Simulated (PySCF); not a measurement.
A calculated (UHF, PySCF 2.14, aug-cc-pwCVTZ, the non-relativistic Hamiltonian (point nucleus)) atom or ion has these occupied shells.

```json
{"shell": "1s α", "electrons": "1", "orbital energy (eV)": "-4994.3", "rms radius, mean of both spins (bohr)": "0.0812"}
{"shell": "1s β", "electrons": "1", "orbital energy (eV)": "-4994.3", "rms radius, mean of both spins (bohr)": "0.0812"}
{"shell": "2s α", "electrons": "1", "orbital energy (eV)": "-590.58", "rms radius, mean of both spins (bohr)": "0.353"}
{"shell": "2s β", "electrons": "1", "orbital energy (eV)": "-589.54", "rms radius, mean of both spins (bohr)": "0.353"}
{"shell": "2p α", "electrons": "3", "orbital energy (eV)": "-491.73", "rms radius, mean of both spins (bohr)": "0.321"}
{"shell": "2p β", "electrons": "3", "orbital energy (eV)": "-490.79", "rms radius, mean of both spins (bohr)": "0.321"}
{"shell": "3s α", "electrons": "1", "orbital energy (eV)": "-87.157", "rms radius, mean of both spins (bohr)": "1.09"}
{"shell": "3s β", "electrons": "1", "orbital energy (eV)": "-83.313", "rms radius, mean of both spins (bohr)": "1.09"}
{"shell": "3p α", "electrons": "3", "orbital energy (eV)": "-58.212", "rms radius, mean of both spins (bohr)": "1.18"}
{"shell": "3p β", "electrons": "3", "orbital energy (eV)": "-53.729", "rms radius, mean of both spins (bohr)": "1.18"}
{"shell": "3d α", "electrons": "2", "orbital energy (eV)": "-19.446", "rms radius, mean of both spins (bohr)": "1.62"}
{"shell": "4s α", "electrons": "1", "orbital energy (eV)": "-12.938", "rms radius, mean of both spins (bohr)": "3.51"}
```

(1) Name the element and its charge.

## Answers

(1) Ti+ (titanium, charge +1), in [Ar] 3d2 4s1, high-spin 4F determinant.
